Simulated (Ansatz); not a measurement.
Cost and result for the atomization energy of CH5AlSeSi (9 atoms, 10 bonds).

```xyz
9

Al    0.6015   -1.1812   -1.1970
Si    0.9265    0.5291    0.5112
C    -0.8644    1.0636    0.5604
Se   -0.9680   -0.9144    0.7718
H     1.4132   -2.5344   -1.0816
H    -0.0312   -0.5861   -2.5233
H     1.5292    0.6925    1.8680
H    -1.3439    1.3858   -0.3582
H    -1.2629    1.5453    1.4488
```

Total charge 0; spin multiplicity 1. Correlated methods include outer-core shells of Se, which these sets cover unevenly. Scalar relativity is left out up to krypton. The bonds changed during the relaxation, so this is another structure than the one it started from. The structure was optimised at the PBE0-D4/def2-TZVP level. Program: Ansatz. All runs use 4 threads of an Arm Neoverse V2 on a shared host. Times are those of one run each, without the atoms' runs, and a repeat can differ threefold. Electronic energies, without spin–orbit coupling; frozen cores. CCSD(T)/CBS adds CCSD(T) − MP2 in def2-TZVPP to the MP2 limit, and its time is that of the two runs behind it. T1 = 0.012. With those shells the extrapolation isn't a true limit. B3LYP takes the VWN-RPA correlation (the form of Gaussian; ORCA's B3LYP/G).

CCSD(T)/CBS is a level of theory with its own doubt, some kJ/mol a heavy atom from the limit and from the frozen cores, so smaller differences don't rank the functionals.

```
                             level  functions  wall time
   PBE-D4/def2-TZVPP (with forces)        233      2.3 s
                PBE0-D4/def2-TZVPP        233      2.9 s
 B3LYP-D4/def2-TZVPP (with forces)        233      4.4 s
r2SCAN-D4/def2-TZVPP (with forces)        233      4.8 s
                 B2PLYP/def2-TZVPP        233      4.8 s
                ωB97X-V/def2-TZVPP        233        7 s
  ωB97M-V/def2-TZVPP (with forces)        233       10 s
                    MP2/def2-QZVPP        436       16 s
                CCSD(T)/def2-TZVPP        233       79 s
                 CCSD(T)/CBS(def2)          –       95 s
```

Question: What atomization energy does each give, and how far from CCSD(T)/CBS? (Best estimate.)

Answer: Computed: 
```tsv
level	atomization (kcal/mol)	difference from CCSD(T)/CBS	per bond
PBE-D4/def2-TZVPP (with forces)	666.7	4.0	0.4
PBE0-D4/def2-TZVPP	659.6	-3.1	-0.3
B3LYP-D4/def2-TZVPP (with forces)	655.0	-7.7	-0.8
r2SCAN-D4/def2-TZVPP (with forces)	665.2	2.5	0.2
B2PLYP/def2-TZVPP	647.3	-15.4	-1.5
ωB97X-V/def2-TZVPP	663.3	0.6	0.1
ωB97M-V/def2-TZVPP (with forces)	659.0	-3.7	-0.4
MP2/def2-QZVPP	660.3	-2.4	-0.2
CCSD(T)/def2-TZVPP	643.2	-19.5	-2.0
CCSD(T)/CBS(def2)	662.7	0.0	0.0
```

From PBE to PBE0 (25 % exact exchange), in def2-TZVPP and without D4, the atomization energy moves by −6.2 kcal/mol: exact exchange takes away binding that semilocal exchange gives to molecules. In def2-TZVPP, CCSD(T) changes the Hartree–Fock value by +168.7 kcal/mol (the triples alone add +12.0 kcal/mol) and MP2 by +174.4 kcal/mol; breaking electron pairs costs correlation energy, which Hartree–Fock lacks. The D4 term adds +9.9 kcal/mol with B3LYP and +5.1 kcal/mol with PBE0; it sums over pairs of atoms, weighted by their polarisabilities, and B3LYP, whose exchange is more repulsive, gets the larger term.
